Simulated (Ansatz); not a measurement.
## Dissociation curves of CaH (SMILES [CaH])

CaH has 2 atoms, charge 0, and is taken as a doublet. As SMILES, `[CaH]`. Geometry: a GFN2-xTB relaxation, a rough one for these elements and not checked as a minimum.

```xyz
2

Ca    0.0000    0.0000    0.0000
H     0.0000    0.0000    2.0299
```

The Ca1–H2 distance is scanned; the parts on either side stay rigid. Basis 3-21G, 5 core orbitals frozen in the correlated methods; program Ansatz 0.2.0. FCI is exact within this basis and core. Energies in eV from each method's value at 2.030 Å; open shells run as named. The shape above is that at 2.030 Å.

| distance (Å) | UHF | UBLYP | UHSE06 | RPA@PBE | UMP2 | UCCSD(T) | FCI |
| --- | --- | --- | --- | --- | --- | --- | --- |
| 1.990 | 0.04 | 0.04 | 0.04 | 0.05 | 0.05 | 0.05 | 0.05 |
| 2.030 | 0.00 | 0.00 | 0.00 | 0.00 | 0.00 | 0.00 | 0.00 |
| 2.487 | 0.14 | 0.07 | 0.12 | -0.01 | 0.11 | 0.02 | 0.02 |
| 2.537 | 0.19 | 0.11 | 0.17 | 0.02 | 0.17 | 0.06 | 0.05 |
| 2.985 | 0.61 | 0.54 | 0.65 | 0.40 | 0.66 | 0.44 | 0.44 |
| 3.045 | 0.65 | 0.59 | 0.71 | 0.44 | 0.70 | 0.49 | 0.49 |
| 3.980 | 0.92 | 1.12 | 1.19 | 0.83 | 0.94 | 0.77 | 0.77 |
| 4.060 | 0.92 | 1.14 | 1.21 | 0.83 | 0.94 | 0.77 | 0.78 |
| 4.974 | 0.95 | 1.27 | 1.24 | 0.79 | 0.93 | 0.78 | 0.78 |
| 5.075 | 0.95 | 1.28 | 1.25 | 0.79 | 0.93 | 0.78 | 0.78 |

Departure from the FCI curve at its largest: UHF +0.17 eV at 2.98 Å; UBLYP +0.50 eV at 5.08 Å; UHSE06 +0.46 eV at 5.08 Å; RPA@PBE +0.05 eV at 4.06 Å; UMP2 +0.21 eV at 2.98 Å; UCCSD(T) -0.01 eV at 5.08 Å. For the functionals part of the departure is owed to the small basis.
